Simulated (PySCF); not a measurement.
C2H6O2, SMILES OCCO. Atoms are numbered in the order given.

```xyz
10

O      1.3353    -0.5231    -0.0194
C      0.6145     0.6581    -0.2879
C     -0.8342     0.2474    -0.4290
O     -1.2816    -0.3992     0.7251
H      2.2080    -0.2917     0.3097
H      0.7028     1.3804     0.5463
H      0.9638     1.1578    -1.2131
H     -1.4615     1.1381    -0.5934
H     -0.9329    -0.3957    -1.3284
H     -0.5920    -1.0431     0.9347
```

Geometry: PBE0-D3(BJ)/def2-SVP. One conformer was computed; it need not be the lowest.

The numbers are results of PySCF with SMD-ωB97X/6-31G*, not measurements.

Solvation free energies are E(SMD) − E(gas) at the gas-phase geometry, for 1 M in both phases. In vacuum the dipole moment is 2.68 D.

```json
[
 {"solvent": "water", "ΔG(solv) (kcal/mol)": "-8.4", "its non-electrostatic (CDS) part": "2.5", "dipole (D)": "3.37"},
 {"solvent": "chloroform", "ΔG(solv) (kcal/mol)": "-5.4", "its non-electrostatic (CDS) part": "-0.7", "dipole (D)": "3.03"},
 {"solvent": "acetonitrile", "ΔG(solv) (kcal/mol)": "[?]", "its non-electrostatic (CDS) part": "[?]", "dipole (D)": "[?]"}
]
```

Question: Some entries are withheld; supply them. (The exact figures need the calculation; the answer reports its results.)

Answer: 
- acetonitrile, ΔG(solv) (kcal/mol): -6.1
- acetonitrile, its non-electrostatic (CDS) part: -0.8
- acetonitrile, dipole (D): 3.11
